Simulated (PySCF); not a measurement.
Constitutional and geometric isomers with formula CH2B2O. Isolated molecules, 0 K electronic values unless said otherwise. One relaxed conformer stands for each flexible species; it need not be the lowest. Strings in code marks are SMILES.

Computed with PySCF with PBE-D3(BJ)/def2-TZVP // r2SCAN-D4/def2-TZVP. All candidates: neutral, multiplicity 1. Excitations are Tamm–Dancoff values on a coarser integration grid. The basis has no diffuse functions, so Rydberg states are missing or too high.

The T1 excitation (TDA) comes out as 3.31 eV, the S1 excitation (TDA) comes out as 3.93 eV and the HOMO–LUMO gap comes out as 3.90 eV.

Q: Identify which member has these values.
A) `C=BB=O`
B) `B=C=BO`
C) `OC1=BB1`
D) `[H]/B=C\B=O`

A: B, `B=C=BO`. The others give `[H]/B=C\B=O`: 2.97 eV, 3.35 eV, 3.33 eV; `C=BB=O`: 2.09 eV, 2.49 eV, 2.44 eV; `OC1=BB1`: 2.70 eV, 3.16 eV, 3.05 eV
